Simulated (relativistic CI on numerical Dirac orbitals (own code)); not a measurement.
## The 4f ions of charge 3+

Method of calculation: Dirac-Coulomb-Breit CI, separate exchange-only KLI orbitals for each configuration, model QED (radiative potential, 1s self-energy scaled to tabulated hydrogen-like ionisation energies), valence Slater integrals scaled by 0.75 (own radial code, finite nucleus).

Each species is treated in one configuration, given outside its closed core, with all valence electrons in the open shell. Radial values are for the open shell of highest l, unscaled and averaged over j; ζ includes the Breit term. Labels give the leading LS character, summed over repeated terms.

```csv
Ion,Configuration,Its lowest level,LS weight (%),⟨r⟩ (bohr),⟨r²⟩ (bohr²),Next level,E (cm⁻¹),F² (cm⁻¹),F⁴ (cm⁻¹)
Ce3+,4f,2F°_5/2,100,1.068,1.467,2F°_7/2,2139.1,,
Pr3+,4f2,3H_4,96,1.018,1.331,3H_5,2097.8,93640,58420
Nd3+,4f3,4I°_9/2,96,0.9751,1.221,4I°_11/2,1857.9,97980,61180
Pm3+,4f4,5I_4,97,0.9381,1.131,5I_5,1476.6,102000,63750
Sm3+,4f5,6H°_5/2,95,0.9053,1.054,6H°_7/2,1052.6,105900,66190
Eu3+,4f6,7F_0,91,0.8759,0.9875,7F_1,428.11,109600,68520
Gd3+,4f7,8S°_7/2,96,0.8493,0.9294,6P°_7/2,27673,113100,70760
Tb3+,4f8,7F_6,94,0.8249,0.878,7F_5,2093.4,116600,72920
Dy3+,4f9,6H°_15/2,92,0.8025,0.8321,6H°_13/2,3551.1,119900,75020
Ho3+,4f10,5I_8,91,0.7817,0.7908,5I_7,5124.8,123200,77060
Er3+,4f11,?,?,?,?,?,?,?,?
Tm3+,4f12,3H_6,99,0.7444,0.7194,3F_4,4970.9,129500,81020
Yb3+,4f13,2F°_7/2,100,0.7274,0.6882,2F°_5/2,10020,,
```

Q: Fill in the row of Er3+.

A: Its lowest level 4I°_15/2; LS weight (%) 97; ⟨r⟩ (bohr) 0.7624; ⟨r²⟩ (bohr²) 0.7534; Next level 4I°_13/2; E (cm⁻¹) 6456.6; F² (cm⁻¹) 126400; F⁴ (cm⁻¹) 79060.

With one configuration, terms of near-neutral atoms and ions can be 10 to 25 % off, and close levels can change places.
